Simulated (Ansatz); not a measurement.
`BBCOC` and `BBC` differ in one atom or group.

Ansatz, PBE0-D4/def2-TZVP geometries, multiplicity 1. Each molecule was computed in one conformer, which needn't be the lowest.

```json
{"property": "HOMO energy (PBE0/def2-TZVPP) / eV", "`BBCOC`": "-7.50"}
{"property": "LUMO energy (ωB97M-V/def2-TZVPP) / eV", "`BBCOC`": "0.20"}
{"property": "HOMO–LUMO gap (B3LYP/def2-TZVPP) / eV", "`BBCOC`": "5.34"}
{"property": "HOMO–LUMO gap (ωB97M-V/def2-TZVPP) / eV", "`BBCOC`": "10.11"}
{"property": "HOMO energy (B3LYP/def2-TZVPP) / eV", "`BBCOC`": "-7.26"}
{"property": "LUMO energy (PBE/def2-TZVPP) / eV", "`BBCOC`": "-2.71"}
```

(1) Give the same properties after the change, and the shifts. (Best estimate.)

## Answers

(1) Ansatz gave: 
| property | `BBC` | shift |
| --- | --- | --- |
| HOMO energy (PBE0/def2-TZVPP) / eV | -8.01 | -0.51 |
| LUMO energy (ωB97M-V/def2-TZVPP) / eV | 0.35 | 0.15 |
| HOMO–LUMO gap (B3LYP/def2-TZVPP) / eV | 6.07 | 0.73 |
| HOMO–LUMO gap (ωB97M-V/def2-TZVPP) / eV | 10.65 | 0.54 |
| HOMO energy (B3LYP/def2-TZVPP) / eV | -7.84 | -0.58 |
| LUMO energy (PBE/def2-TZVPP) / eV | -2.56 | 0.15 |

With PBE0 the HOMO falls by 0.51 eV and the LUMO rises by 0.15 eV, so the gap widens by about 0.66 eV. PBE moves the HOMO by -0.75 eV and ωB97M-V by -0.39 eV.

B3LYP here is the variant with VWN-RPA as its local correlation; programs differ in this.
